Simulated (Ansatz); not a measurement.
Species: C3H6O, SMILES `C1COC1` with one electron removed (charge 1, multiplicity 2).

Problem. Give a relaxed geometry from B3LYP-D3(BJ)/def2-TZVP (Ansatz, a program for electronic structure).

Solution. the end point of this relaxation (outside a Z-matrix the atoms follow the SMILES, hydrogens last).
Z-matrix (Å, degrees):
```
C
H 1 1.0889
H 1 1.0889 2 109.26
C 1 1.5232 2 115.33 3 131.80
H 4 1.1024 1 120.16 2 -131.91
H 4 1.1024 5 106.07 1 -140.51
O 4 1.4410 5 108.12 6 -115.77
C 7 1.4410 4 90.84 5 -122.82
H 8 1.1024 7 108.12 4 122.82
H 8 1.1024 9 106.07 7 -115.77
```
